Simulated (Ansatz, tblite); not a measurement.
Cost and result up the ladder for `SC#Cc1ccc(C#Cc2ccc(C#Cc3ccc(C#Cc4ccc(S)cc4)cc3)cc2)cc1` (52 atoms). The state is a singlet with charge 0. Geometry: r2SCAN-D4/def2-SVP.

```xyz
52

S    -8.8914  -12.4364    2.2448
C    -8.0133  -11.0144    2.0636
C    -7.2887  -10.0434    1.8750
C    -6.4638   -8.9096    1.6657
C    -6.8767   -7.6242    2.0917
C    -6.0677   -6.5160    1.8856
C    -4.8103   -6.6430    1.2468
C    -3.9853   -5.5108    1.0358
C    -3.2709   -4.5310    0.8528
C    -2.4450   -3.4002    0.6404
C    -1.1642   -3.5385    0.0530
C    -0.3548   -2.4314   -0.1546
C    -0.7897   -1.1358    0.2153
C     0.0362   -0.0055    0.0014
C     0.7521    0.9727   -0.1853
C     1.5793    2.1015   -0.4027
C     1.1247    3.4051   -0.0892
C     1.9346    4.5106   -0.3040
C     3.2364    4.3626   -0.8407
C     4.0635    5.4913   -1.0609
C     4.7798    6.4677   -1.2531
C     5.6087    7.5957   -1.4766
C     5.1418    8.9048   -1.2163
C     5.9536   10.0121   -1.4363
C     7.2626    9.8491   -1.9254
S     8.3560   11.2011   -2.2293
C     7.7395    8.5502   -2.1866
C     6.9274    7.4447   -1.9667
C     3.6918    3.0586   -1.1518
C     2.8815    1.9532   -0.9381
C    -2.0701   -0.9976    0.8038
C    -2.8789   -2.1049    1.0126
C    -4.3995   -7.9295    0.8216
C    -5.2072   -9.0389    1.0267
H    -9.9625  -11.9018    2.8841
H    -7.8446   -7.5118    2.5875
H    -6.3972   -5.5278    2.2179
H    -0.8188   -4.5339   -0.2370
H     0.6318   -2.5495   -0.6096
H     0.1213    3.5313    0.3252
H     1.5727    5.5125   -0.0598
H     4.1257    9.0426   -0.8371
H     5.5654   11.0136   -1.2263
H     7.5023   12.1786   -1.8548
H     8.7561    8.4092   -2.5664
H     7.3066    6.4405   -2.1741
H     4.6952    2.9324   -1.5662
H     3.2431    0.9514   -1.1830
H    -2.4158   -0.0021    1.0931
H    -3.8653   -1.9868    1.4678
H    -3.4312   -8.0411    0.3261
H    -4.8774  -10.0268    0.6939
```

Ansatz on 2 threads of AMD EPYC 7R13 on a shared host and a share (18 GiB) of an NVIDIA H100 80GB HBM3; xTB runs through tblite on one thread. Times are rough, summed over both states, and most runs start from the orbitals of an earlier one. PBE0-D4/def2-TZVP serves as the yardstick here, not as an exact answer. The other state is a doublet.

The xTB rows come from tblite. Single mean-field runs in def2-TZVP are fitted with def2-universal-jkfit.

Raw xTB energies of ions are shifted by several eV.

```csv
level,functions,wall time,vertical IE (eV),difference from PBE0-D4/def2-TZVP (eV)
GFN2-xTB,164,0.34 s,10.99,4.44
GFN1-xTB,182,0.43 s,11.83,5.28
PBE-D4/def2-TZVP (with forces),1174,21 s,6.14,-0.41
PBE0-D4/def2-TZVP,1174,24 s,6.55,0.00
```
